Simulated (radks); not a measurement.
Initial-state core-level shifts of the xenon ion Xe+ when its valence configuration changes from [Kr] 4d10 5s2 5p5. Calculated with a radial shooting solver on a logarithmic mesh with Libxc functionals: scalar-relativistic Kohn-Sham, SCAN, spin-polarised, spherical densities, finite nucleus; open shells are filled with parallel spins first (spin-orbit coupling, left out, can overturn this in heavy ions); meta-GGA in the generalised Kohn-Sham scheme; Fermi nuclear charge, rms radius 4.7859 fm. Shifts are changes of the shell-averaged eigenvalues in eV (positive: less bound); the change of the density at the nucleus, which sets a Mossbauer isomer shift, is in e/bohr^3, on a base of 2.805e+05.

valence,1s,2s,2p,3s,density at nucleus
4d9 5s2 5p6,-10.164,-10.805,-10.776,-10.150,+31.04
4d10 5s1.5 5p5.5,-0.728,-0.716,-0.713,-0.731,-43.28
4d10 5s1 5p6,-1.458,-1.434,-1.427,-1.463,-86.31
4d9.5 5s1.5 5p6,-5.777,-6.081,-6.062,-5.777,-29.46
4d9.5 5s2 5p5.5,-5.065,-5.380,-5.365,-5.062,+15.35
